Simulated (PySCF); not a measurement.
## Radial density of S⁺ (sulfur, charge +1)

UHF, [Ne] 3s1 3p3 4s1, high-spin 6S determinant (an excited configuration). All numbers are calculated (PySCF 2.14, the non-relativistic Hamiltonian (point nucleus), in dyall-av3z).

| r (bohr) | 4πr²ρ (e/bohr) | 4πr²(ρα − ρβ) |
| --- | --- | --- |
| 0.00157 | 0.07879 | 0.0004 |
| 0.00265 | 0.2154 | 0.0010 |
| 0.00445 | 0.5752 | 0.0026 |
| 0.00749 | 1.477 | 0.0066 |
| 0.0126 | 3.551 | 0.0158 |
| 0.0212 | 7.644 | 0.0339 |
| 0.0356 | 13.69 | 0.0603 |
| 0.0599 | 18.19 | 0.0841 |
| 0.101 | 15.77 | 0.1258 |
| 0.170 | 12.03 | 0.3528 |
| 0.285 | 16.76 | 0.6563 |
| 0.480 | 13.91 | 0.1273 |
| 0.807 | 3.763 | 0.6077 |
| 1.36 | 2.898 | 2.8018 |
| 2.28 | 1.308 | 1.3081 |
| 3.84 | 0.3659 | 0.3659 |
| 6.46 | 0.09082 | 0.0908 |
| 10.9 | 0.0004106 | 0.0004 |

The outer electron is Rydberg-like, and this basis confines it to a smaller radius and binds it less than a complete one would.
